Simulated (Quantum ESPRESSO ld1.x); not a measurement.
All-electron atom: Os39+ in [Kr] 4d1 (the NIST ground configuration).

Method: scalar-relativistic Kohn-Sham, LDA (Slater exchange, VWN5 correlation), spin-polarised, spherical densities, point nucleus; open shells are filled with parallel spins first; computed with ld1.x of Quantum ESPRESSO 7.5.

Energy parts (hartree):
total: -16310.740
kinetic: 18181.295
electron-nucleus: -37877.911
Hartree: 3644.334
exchange-correlation: -258.458

Orbitals (lengths in bohr, moments of r in powers of bohr; r(max) is where P^2 peaks):
\begin{tabular}{lrrrr}
orbital & occ. & eigenvalue (hartree) & r(max) & <1/r> \\ \hline
1s up & 1 & -2777.11 & 0.01103 & 90.44 \\
1s down & 1 & -2777.11 & 0.01103 & 90.44 \\
2s up & 1 & -536.907 & 0.06342 & 21.18 \\
2s down & 1 & -536.864 & 0.06342 & 21.18 \\
2p up & 3 & -476.000 & 0.05220 & 19.06 \\
2p down & 3 & -475.964 & 0.05220 & 19.06 \\
3s up & 1 & -172.272 & 0.1780 & 7.938 \\
3s down & 1 & -172.241 & 0.1780 & 7.939 \\
3p up & 3 & -154.341 & 0.1763 & 7.310 \\
3p down & 3 & -154.308 & 0.1763 & 7.311 \\
3d up & 5 & -134.786 & 0.1430 & 6.899 \\
3d down & 5 & -134.746 & 0.1430 & 6.899 \\
4s up & 1 & -78.2122 & 0.3823 & 3.790 \\
4s down & 1 & -78.0995 & 0.3822 & 3.789 \\
4p up & 3 & -71.5788 & 0.3942 & 3.534 \\
4p down & 3 & -71.4675 & 0.3941 & 3.533 \\
4d up & 1 & -63.9352 & 0.3878 & 3.315 \\
4d down & 0 & -63.8241 & 0.3878 & 3.315 \\
\end{tabular}

The highest occupied level is 4d up at -1739.8 eV. Summed over all electrons, <r^2> = 2.359 bohr^2, which gives a Langevin (diamagnetic) susceptibility term of -1.87 x 10^-6 cm^3/mol. For comparison, the ionisation energy in NIST's Atomic Spectra Database is 1776 eV (theoretical). In exact Kohn-Sham theory the highest level is minus the ionisation energy, but local and semilocal functionals leave it too shallow, through self-interaction and a potential that decays too fast; potentials with the right tail come closer.
